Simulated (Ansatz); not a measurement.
Computed with Ansatz on PBE0-D4/def2-TZVP structures; ΔE is electronic, products minus reactants. CCSD(T)/CBS adds triple-zeta CCSD(T) − MP2 to the extrapolated MP2 energy (def2 sets, frozen cores). Elements past krypton have def2 core potentials. For In outer-core shells are correlated without core-valence functions, which leaves a few kJ/mol of doubt a bond. One conformer a species, not always the lowest.

`[CH3][In]([NH2])[O][SiH3]` + `CSCS` → `CSCS[SiH3]` + `[CH3][In]([NH2])[OH]`  (ligand exchange at the Si–O bond)

`[CH3][In]([NH2])[O][SiH3]`:

Z-matrix (Å, degrees):
```
C
In 1 2.121
H 1 1.089 2 111.4
H 1 1.090 2 108.6 3 -120.9
H 1 1.090 2 109.0 3 120.9
N 2 2.006 1 137.1 3 -0.6
O 2 2.004 1 114.6 3 172.0
H 6 1.008 2 120.4 1 -28.7
H 6 1.010 2 116.9 1 -166.8
Si 7 1.617 2 136.8 1 179.1
H 10 1.492 7 111.6 2 110.5
H 10 1.491 7 111.0 2 -129.2
H 10 1.499 7 112.0 2 -9.5
```

`CSCS`:

```xyz
10

C     1.455   -0.591   -0.166
S    -0.156   -1.223    0.308
C    -1.023    0.317    0.619
S    -1.240    1.432   -0.793
H     1.951   -0.100    0.674
H     2.052   -1.446   -0.480
H     1.356    0.105   -1.000
H    -1.993    0.039    1.032
H    -0.496    0.909    1.370
H    -1.906    0.558   -1.565
```

`CSCS[SiH3]`:

```xyz
13

C    -0.331    1.902    0.603
S     0.115    1.171   -0.973
C    -1.043   -0.195   -1.040
S    -0.898   -1.448    0.277
Si    1.224   -1.698    0.320
H    -1.342    2.311    0.575
H     0.376    2.710    0.786
H    -0.250    1.164    1.402
H    -0.883   -0.668   -2.010
H    -2.072    0.166   -0.998
H     1.934   -0.615    1.044
H     1.766   -1.830   -1.056
H     1.404   -2.969    1.068
```

`[CH3][In]([NH2])[OH]`:

Z-matrix (Å, degrees):
```
C
In 1 2.128
H 1 1.089 2 109.1
H 1 1.090 2 110.3 3 120.5
H 1 1.090 2 109.9 3 -119.6
N 2 2.021 1 130.5 3 -161.1
O 2 1.997 1 117.3 3 12.9
H 6 1.009 2 118.6 1 -162.7
H 6 1.009 2 119.4 1 -24.9
H 7 0.959 2 113.5 1 -176.6
```

```tsv
species	MP2/def2-SVP energy (Eh)
`[CH3][In]([NH2])[O][SiH3]`	-650.50270
`CSCS`	-874.52268
`CSCS[SiH3]`	-1164.64797
`[CH3][In]([NH2])[OH]`	-360.35500
```

Question: Work out ΔE.

Answer: ΔE = (-1164.64797) + (-360.35500) − (-650.50270) − (-874.52268) = 0.02241 Eh = +58.8 kJ/mol. CCSD(T)/CBS gives +53.3 kJ/mol.

Largest T1 diagnostic among the species: 0.015.

The D4 term adds −7.5 kJ/mol with B3LYP and −3.9 kJ/mol with PBE0; it sums over pairs of atoms, weighted by their polarisabilities, and B3LYP, whose exchange is more repulsive, gets the larger term. In def2-TZVPP, CCSD(T) changes the Hartree–Fock value by −25.2 kJ/mol (the triples alone add −4.7 kJ/mol) and MP2 by −28.9 kJ/mol. From BLYP to BHLYP (50 % exact exchange), in def2-TZVPP and without D4, ΔE moves by +11.7 kJ/mol.

B3LYP here is the variant with VWN-RPA as its local correlation; programs differ in this.
